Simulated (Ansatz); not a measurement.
Consider the ligand exchange at the Si–O bond: `[SiH3][O][Ga]([Br])[Br]` + `N[SiH](O)F` → `O[SiH](F)N[SiH3]` + `[OH][Ga]([Br])[Br]`.

Calculated with Ansatz (gas phase, PBE0-D4/def2-TZVP geometries, no zero-point term in ΔE). CCSD(T)/CBS adds triple-zeta CCSD(T) − MP2 to the extrapolated MP2 energy (def2 sets, frozen cores). This one scheme is used for every species. DFT in def2-TZVPP. B3LYP here is the variant with VWN-RPA as its local correlation; programs differ in this. For Br, Ga outer-core shells are correlated without core-valence functions, which leaves a few kJ/mol of doubt a bond. Scalar relativity is left out up to krypton. One conformer a species, not always the lowest.

Is it downhill or uphill in electronic energy at CCSD(T)/CBS, and by how much? (Estimate.)

Computed: Uphill: ΔE = +46.2 kJ/mol.

What do these levels give: PBE-D4, B3LYP-D4, HF/def2-TZVPP, SCS-MP2/def2-TZVPP, CCSD(T)/def2-TZVPP, HF/def2-QZVPP? (Estimate.)

Ansatz gave: PBE-D4 37.8, B3LYP-D4 46.9, HF/def2-TZVPP 58.5, SCS-MP2/def2-TZVPP 49.1, CCSD(T)/def2-TZVPP 46.8, HF/def2-QZVPP 59.4 kJ/mol.

Largest T1 diagnostic among the species: 0.011.

From PBE to PBE0 (25 % exact exchange), in def2-TZVPP and without D4, ΔE moves by +3.9 kJ/mol. In def2-TZVPP, CCSD(T) changes the Hartree–Fock value by −11.7 kJ/mol (the triples alone add −1.8 kJ/mol) and MP2 by −11.5 kJ/mol.
